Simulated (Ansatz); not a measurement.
Start from `C=C1N[SiH]1I` and change one atom or group to get `C=C1N[SiH2]1`.

Ansatz, PBE0-D4/def2-TZVP geometries, multiplicity 1. 

Elements past krypton have def2 core potentials.

```
                                          property  `C=C1N[SiH]1I`
           HOMO–LUMO gap (ωB97M-V/def2-TZVPP) / eV            9.53
  size of the dipole moment (B3LYP/def2-TZVPP) / D            1.14
             LUMO energy (ωB97M-V/def2-TZVPP) / eV            1.04
             HOMO energy (ωB97M-V/def2-TZVPP) / eV           -8.48
size of the dipole moment (ωB97M-V/def2-TZVPP) / D            1.14
               HOMO–LUMO gap (PBE/def2-TZVPP) / eV            3.62
```

What does the change do to each property? (Estimate.)

The calculation gave: 
| property | `C=C1N[SiH2]1` | shift |
| --- | --- | --- |
| HOMO–LUMO gap (ωB97M-V/def2-TZVPP) / eV | 9.47 | -0.06 |
| size of the dipole moment (B3LYP/def2-TZVPP) / D | 1.59 | 0.45 |
| LUMO energy (ωB97M-V/def2-TZVPP) / eV | 1.18 | 0.14 |
| HOMO energy (ωB97M-V/def2-TZVPP) / eV | -8.30 | 0.18 |
| size of the dipole moment (ωB97M-V/def2-TZVPP) / D | 1.62 | 0.48 |
| HOMO–LUMO gap (PBE/def2-TZVPP) / eV | 3.68 | 0.06 |

With PBE0 the HOMO rises by 0.19 eV and the LUMO rises by 0.24 eV, so the gap widens by about 0.05 eV. PBE moves the HOMO by 0.17 eV and ωB97M-V by 0.18 eV. Dipoles are sizes alone; their direction can turn.

B3LYP here is the variant with VWN-RPA as its local correlation; programs differ in this.

Spin–orbit coupling is left out; it splits and shifts lone-pair levels of the heavy atoms by tenths of an eV.
